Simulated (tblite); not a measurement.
Isomers of C5H9O2 (doublet state). All values are computed: GFN2-xTB (tblite) harmonic vibrations without scaling, gas phase. The method is semi-empirical: single wavenumbers can be off by several per cent or more. One conformer each. Open shells enter through the occupations alone, without spin polarisation, and single modes of such species can be off by tens of per cent.

Electronic energies: GFN2-xTB at the same geometries; isomer energies are rough at this level and their order can be wrong.

```
            SMILES  electronic energy, lowest = 0 (kcal/mol)
    [CH2]CCCC(=O)O                                       5.5
  C=CCC[C@H]([O])O                                      29.5
CO[C@@]1(CO)[CH]C1                                      44.4
     C[CH]CCC(=O)O                                       0.0
    [CH2]OC/C=C/CO                                      40.3
      C=CCC[C](O)O                                      21.9
```

Q: How do GFN2-xTB zero-point energies change the relative energies?

A: 
| SMILES | ZPE (kcal/mol) | of it from modes above 1550 cm⁻¹ | electronic (kcal/mol) | with ZPE, lowest = 0 (kcal/mol) | lowest mode (cm⁻¹) | rings |
| --- | --- | --- | --- | --- | --- | --- |
| C[CH]CCC(=O)O | 81.2 | 41.8 | 0.0 | 0.0 | 31 | 0 |
| [CH2]CCCC(=O)O | 80.8 | 41.8 | 5.5 | 5.1 | 26 | 0 |
| C=CCC[C](O)O | 80.8 | 42.5 | 21.9 | 21.5 | 47 | 0 |
| C=CCC[C@H]([O])O | 80.6 | 41.6 | 29.5 | 28.8 | 58 | 0 |
| [CH2]OC/C=C/CO | 80.0 | 41.8 | 40.3 | 39.0 | 36 | 0 |
| CO[C@@]1(CO)[CH]C1 | 80.7 | 39.2 | 44.4 | 44.0 | 52 | 1 |

The zero-point energies span 1.2 kcal/mol, from `[CH2]OC/C=C/CO` to `C[CH]CCC(=O)O`. The order is unchanged.

Q: What do entropy and thermal enthalpy add at 298.15 K and 1 bar (rigid rotor, harmonic oscillator, one conformer each)?

A: 
```tsv
SMILES	point group	symmetry number	S (cal/(mol K))	H − H(0) (kcal/mol)	ZPE + H − H(0) − TS (kcal/mol)
C[CH]CCC(=O)O	C1	1	96.4	6.18	58.7
[CH2]CCCC(=O)O	C1	1	94.1	6.05	58.8
C=CCC[C](O)O	C1	1	91.6	6.02	59.6
C=CCC[C@H]([O])O	C1	1	91.6	5.88	59.2
[CH2]OC/C=C/CO	C1	1	95.4	6.31	57.8
CO[C@@]1(CO)[CH]C1	C1	1	89.4	5.77	59.8
```

S holds R ln(2S + 1) for the spin.
